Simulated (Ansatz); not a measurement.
`O[B-]1(Cl)OC(C(F)(F)F)=CC(C(F)(F)F)=[O+]1` + `FB(S)Cl` → `OB(S)Cl` + `F[B-]1(Cl)OC(C(F)(F)F)=CC(C(F)(F)F)=[O+]1`  (redistribution)

Computed with Ansatz on PBE0-D4/def2-TZVP structures; ΔE is electronic, products minus reactants. CCSD(T)/CBS is the MP2 limit (def2-TZVPP, def2-QZVPP) plus CCSD(T) − MP2 in def2-TZVPP, frozen cores. Functionals use def2-TZVPP. B3LYP here is the variant with VWN-RPA as its local correlation; programs differ in this. HSE06 is defined as in plane-wave codes. Each species was taken in one conformer, which may not be the lowest.

```tsv
level	ΔE (kJ/mol)	difference from CCSD(T)/CBS
PBE-D4	-24.1	2.3
B97M-V	-25.6	0.8
PBE0-D4	-25.8	0.6
B3LYP-D4	-24.8	1.6
r2SCANh-D4	-26.1	0.3
r2SCAN0-D4	-26.7	-0.3
HSE06-D4	-25.9	0.5
BHLYP-D4	-26.7	-0.3
ωB97X-V	-25.6	0.8
ωB97M-V	-25.3	1.1
B2PLYP	-25.5	0.9
PBE-QIDH	-26.7	-0.3
PBE	-24.5	1.9
revPBE	-24.3	2.1
BLYP	-23.9	2.5
r2SCAN	-25.9	0.5
PBE0	-26.3	0.1
B3LYP	-25.4	1.0
r2SCANh	-26.4	0.0
r2SCAN0	-27.0	-0.6
HSE06	-26.3	0.1
BHLYP	-27.1	-0.7
CAM-B3LYP	-26.1	0.3
LC-ωPBE	-26.5	-0.1
RPA@PBE/def2-TZVPP	-25.5	0.9
HF/def2-SVP	-29.9	-3.5
MP2/def2-SVP	-27.3	-0.9
CCSD/def2-SVP	-28.3	-1.9
CCSD(T)/def2-SVP	-27.7	-1.3
HF/def2-TZVPP	-28.9	-2.5
MP2/def2-TZVPP	-25.3	1.1
SCS-MP2/def2-TZVPP	-25.9	0.5
CCSD/def2-TZVPP	-26.8	-0.4
CCSD(T)/def2-TZVPP	-26.0	0.4
HF/def2-QZVPP	-29.2	-2.8
MP2/def2-QZVPP	-25.7	0.7
SCS-MP2/def2-QZVPP	-26.2	0.2
HF/CBS(def2)	-29.3	-2.9
MP2/CBS(def2)	-25.7	0.7
CCSD/CBS(def2)	-27.1	-0.7
CCSD(T)/CBS	-26.4	0
```

Largest T1 diagnostic among the species: 0.015.

From BLYP to BHLYP (50 % exact exchange), in def2-TZVPP and without D4, ΔE moves by −3.2 kJ/mol. Leaving LDA and LC-ωPBE aside and taking each functional with its dispersion term where it has one, the values, not all of them listed here, spread over 3.5 kJ/mol, from PBE-QIDH to BLYP-D4.
